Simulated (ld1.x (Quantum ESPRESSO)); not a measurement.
**Transferability test, RRKJ potential for Sr**

Sr (Z = 38), norm-conserving RRKJ (Kleinman–Bylander form), made with ld1.x (Quantum ESPRESSO) 7.5 (PBEsol, scalar-relativistic). Core [Ar] 3d10, reference 4s2 4p6 4d0 5s0 5p0 (charge +2). Waves: 4s (bound): rc 1.20 bohr; 4p (bound): rc 2.15 bohr; 4d (bound, empty): rc 2.50 bohr. Local part: the d channel. Core correction: none. rho0 = 0.005.

Energies are relative to the spin-unpolarised reference configuration 4s2 4p6 4d0 5s0 5p0; without spin polarisation the order of configurations can differ from experiment. The frozen-core shift is the all-electron ΔE with the core orbitals held at their reference shape minus the fully relaxed ΔE.

(1) Give the all-electron excitation energy and the error of the potential for: 4s2 4p6 4d0 5s2 5p0; 4s2 4p6 4d0 5s1 5p0; 4s2 4p6 4d0 5s1.5 5p0; 4s2 4p6 4d0 5s0 5p1; 4s1 4p6 4d0 5s2 5p0; 4s2 4p6 4d0 5s1 5p1; 4s2 4p6 4d0.5 5s1.5 5p0.

## Answers

(1)

| valence configuration | charge | ΔE all-electron (eV) | error AE − PS (meV) | frozen-core shift (meV) |
| --- | --- | --- | --- | --- |
| 4s2 4p6 4d0 5s2 5p0 | 0 | -16.791 | -98 | -0.4 |
| 4s2 4p6 4d0 5s1 5p0 | +1 | -10.895 | -69 | -0.4 |
| 4s2 4p6 4d0 5s1.5 5p0 | +0.5 | -14.445 | -88 | -0.4 |
| 4s2 4p6 4d0 5s0 5p1 | +1 | -7.971 | -7.8 | -0.5 |
| 4s1 4p6 4d0 5s2 5p0 | +1 | 30.208 | -194 | +16 |
| 4s2 4p6 4d0 5s1 5p1 | 0 | -14.477 | -58 | -0.6 |
| 4s2 4p6 4d0.5 5s1.5 5p0 | 0 | -15.642 | -70 | +0.3 |

ld1.x printed “convergence not achieved” for 7 of the counted tests; their residual had stalled under 1e-8, short of the target of 1e-14. A variational frozen-core shift is positive and of second order in the change. This column holds negative values, so the frozen-core run of ld1.x carries numerical noise or an error of first order here, and the column gives no more than the rough size of the effect.
